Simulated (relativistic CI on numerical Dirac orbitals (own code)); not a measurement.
# Level scheme of Ru23+

Method of calculation: Dirac-Coulomb-Breit CI, orbitals from a KLI potential per configuration, QED by a radiative potential, unscaled Slater integrals (own radial code, finite nucleus).

CI space (outside the closed core [Ne]): 3s2 3p6 3d3, 3s2 3p5 3d4, 3s 3p6 3d4, 3s2 3p6 3d2 4s, 3s2 3p6 3d2 4p, 3s2 3p6 3d2 4d, 3s2 3p6 3d2 4f, 3s2 3p5 3d3 4s, 3s2 3p5 3d3 4p, 3s2 3p6 3d 4s 4p, 3s 3p6 3d3 4s, 3s2 3p6 3d2 5s, 3p6 3d5, 3p5 3d6, 3s2 3p6 3d 4s2, 3s2 3p6 4s2 4p, 3s2 3p6 4s2 4d, 3s2 3p6 4s2 4f. Double excitations out of closed p, d and f shells are left out; levels of such configurations are missing from the list, as are those of other unlisted configurations, and high levels can miss mixing partners. These lack a partner that the ground configuration has and come out too high: 3s2 3p5 3d3 4s, 3s2 3p5 3d3 4p.

The lowest level is 3s2 3p6 3d3 4F_3/2, with 87 % of that term; Hund's rules for 3s2 3p6 3d3 give 4F with J = 3/2, in agreement.

```tsv
No.	Configuration	Term	J	E (cm⁻¹)	%	Landé g	Lifetime (s)
1	3s2 3p6 3d3	4F	3/2	0	87	0.455	
2	3s2 3p6 3d3	4F	5/2	22569	96	1.032	2.24e-03
3	3s2 3p6 3d3	4F	7/2	42350	91	1.206	3.41e-03
4	3s2 3p6 3d3	4F	9/2	57329	71	1.257	1.37e-02
5	3s2 3p6 3d3	4P	3/2	69556	52	1.432	9.66e-04
6	3s2 3p6 3d3	4P	1/2	78262	77	2.201	5.92e-03
7	3s2 3p6 3d3	2G	7/2	97998	89	0.923	4.49e-04
8	3s2 3p6 3d3	2H	9/2	102006	55	1.045	6.24e-04
9	3s2 3p6 3d3	4P	5/2	107911	91	1.562	1.32e-03
10	3s2 3p6 3d3	2D	3/2	121760	49	1.167	1.97e-04
11	3s2 3p6 3d3	2P	1/2	130429	77	1.129	4.66e-04
12	3s2 3p6 3d3	2H	11/2	139047	100	1.088	1.49e-03
13	3s2 3p6 3d3	2D	5/2	149800	91	1.210	3.38e-04
14	3s2 3p6 3d3	2G	9/2	154196	54	1.043	2.92e-04
15	3s2 3p6 3d3	2P	3/2	174914	60	1.196	2.08e-04
16	3s2 3p6 3d3	2F	7/2	186738	96	1.132	5.52e-04
17	3s2 3p6 3d3	2F	5/2	187226	89	0.894	6.58e-04
18	3s2 3p6 3d3	2D	3/2	281109	99	0.800	1.56e-04
19	3s2 3p6 3d3	2D	5/2	281500	89	1.174	9.27e-05
20	3p5 3d4(5D)	6D°	5/2	1067734	69	1.623	2.76e-09
21	3p5 3d4(5D)	6D°	7/2	1070383	74	1.552	5.23e-09
22	3p5 3d4(5D)	6D°	3/2	1070910	62	1.824	1.73e-09
23	3p5 3d4(5D)	6D°	9/2	1078760	76	1.514	7.74e-08
24	3p5 3d4(5D)	6D°	1/2	1090623	75	2.951	5.53e-10
25	3p5 3d4(5D)	6F°	11/2	1132096	85	1.423	2.18e-08
26	3p5 3d4(5D)	6P°	3/2	1146790	42	1.609	6.37e-10
27	3p5 3d4(3P)	4P°	3/2	1153246	22	1.422	2.69e-10
28	3p5 3d4(5D)	6F°	5/2	1156938	26	1.406	8.35e-10
29	3p5 3d4(5D)	6F°	9/2	1157652	57	1.399	1.49e-09
30	3p5 3d4(3F)	4D°	7/2	1160544	41	1.376	9.78e-10
```

Energies count from the lowest computed level; ° marks odd parity; lifetimes are radiative, by E1, M1, E2, M2, E3 decay to levels of this space only. Percentages are summed over parent terms; the parents shown are those of the largest component, closed shells are left out there.

The mean weight of the leading LS term, summed over parents, in these 30 levels is 71 %, and that of the leading jj configuration (from the same eigenvectors) 64 %.

At this charge energies of transitions that change n are usually good to better than 1 %, and those within a shell (Δn = 0) to a few per cent. Terms inside the open d or f shell come out 10 to 20 % too wide with unscaled integrals.

LS names give the leading component of a level, which can be under half, so a name can repeat, a term be missing and a line seem to break the LS rules.
